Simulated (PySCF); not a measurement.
Run record: geometry optimisation, `F[Si@H](P)Br`.

Computed with PBE0-D3(BJ)/def2-SVP geometry optimisation, gas phase (PySCF 2.14.0). Start geometry: GFN2-xTB. The input is one job of a driver script: a line of settings, then coordinates in Å.

Input:
```
{"job": {"xc": "PBE0", "basis": "def2-SVP", "d3": "d3bj", "grid": 1, "maxiter": 30, "shake": 0.01, "kind": "geom"}, "charge": 0, "multiplicity": 1}
F     -1.457320    -0.375370     1.437900
Si    -0.702450    -0.322740     0.032060
P      1.462540    -0.201940     0.487980
Br    -1.545420     1.423910    -1.010430
H     -1.138460    -1.500710    -0.698230
H      1.865460    -0.236650    -0.835930
H      1.549610     1.184400     0.536720
```

Output:
```
step   0  E = -3305.52230609  max force = 0.019736
step   1  E = -3305.52577262  max force = 0.004805
step   2  E = -3305.52607250  max force = 0.001387
step   3  E = -3305.52611940  max force = 0.000471
step   4  E = -3305.52618176  max force = 0.000963
step   5  E = -3305.52621501  max force = 0.001306
step   6  E = -3305.52623239  max force = 0.001460
step   7  E = -3305.52620577  max force = 0.000991
step   8  E = -3305.52619979  max force = 0.000657
step   9  E = -3305.52621372  max force = 0.000575
step  10  E = -3305.52621907  max force = 0.000667
step  11  E = -3305.52623644  max force = 0.000532
step  12  E = -3305.52626542  max force = 0.000586
step  13  E = -3305.52627449  max force = 0.000358
optimisation converged
```

Energies in Eh; «max force» is the largest Cartesian gradient component in Eh/bohr.

Q: How much energy does the optimisation release, in eV?

A: E(step 0) − E(last step) = 0.003968 Eh, which is 0.108 eV.

Q: Give the first gradient maximum in eV/Å.

A: With 1 Eh/bohr = 51.422 eV/Å, 1.015 eV/Å.

In short: final energy -3305.52627 Eh after 13 steps; dipole 1.53 D.

Q: Where do the atoms end?

A: 0.127 Å rms from the input after alignment:
```
atom  x, y, z in Å
F1    -1.4081   -0.5679    1.4991
Si2   -0.7990   -0.3867    0.0088
P3     1.4155   -0.0915    0.2126
Br4   -1.8265    1.3368   -0.9350
H5    -1.1391   -1.5970   -0.7801
H6     1.5401    0.2113   -1.1788
H7     1.2583    1.2765    0.5905
```

On one thread, Arm Neoverse V2 (aarch64), shared host with 96 logical CPUs at a one-minute load of 35, this took 48 s of wall time and 0.41 GiB of memory at its peak.
Labels such as C1 count atoms from 1, the log's own numbers from 0.
